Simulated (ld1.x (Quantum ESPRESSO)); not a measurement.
**aluminium (Al): one change to a TM potential, before and after**

Al, norm-conserving Troullier–Martins (Kleinman–Bylander form), made with ld1.x (Quantum ESPRESSO) 7.5 (PBE, scalar-relativistic). Core [Ne], reference 3s2 3p1. Waves: 3p (bound): rc 2.95 bohr; 3d channel at 0.1 Ry: rc 3.05 bohr; 3s (bound): rc 1.50 bohr. Local part: the s channel. Core correction: none.

Change: all radii scaled by about 1.29 (s 1.94, p 3.80, d 3.92 bohr).

Cutoffs: the cutoffs (Ry, on a coarse ladder) from which the occupation-weighted sum of valence levels, in a spherical-Bessel basis at the reference potential, stays within 10 and 1 mRy of its value at 400 Ry; they do not see the model core or the augmentation charge, which bear on the density cutoff. Errors are all-electron minus pseudo energies relative to the spin-unpolarised reference configuration.

Task: Predict the effect on cutoff, ghosts and configuration errors.

Result: The potential gets softer (25 Ry and 60 Ry → 10 Ry and 30 Ry); of the 7 tests that both files solve, the error grows in 1 and shrinks in 2 by more than 15 % and 0.3 meV (median size 8.1 → 8.4 meV); neither file shows a bound ghost. A larger radius leaves more room for a smooth pseudo-wave, so fewer plane waves are needed.

```csv
quantity,base,changed
"cutoff, loose",25 Ry,10 Ry
"cutoff, tight",60 Ry,30 Ry
loose cutoff by channel (10 mRy a level),"p 6 Ry, s 18 Ry","p 6 Ry, s 8 Ry"
bound ghosts,none,none
"error for 3s2 3p0, meV [ΔE 5.76 eV]",-2.3,-3.8
"error for 3s1 3p0, meV [ΔE 24.99 eV]",+21,+16
"error for 3s2 3p0.5, meV [ΔE 2.09 eV]",-0.3,-0.5
"error for 3s2 3p1.3, meV [ΔE -0.57 eV]",0.0,0.0
"error for 3s0 3p3, meV [ΔE 10.45 eV]",+50,+38
"error for 3s1 3p2, meV [ΔE 5.14 eV]",+8.1,+8.4
"error for 3s1 3p1, meV [ΔE 11.57 eV]",+13,+14
```
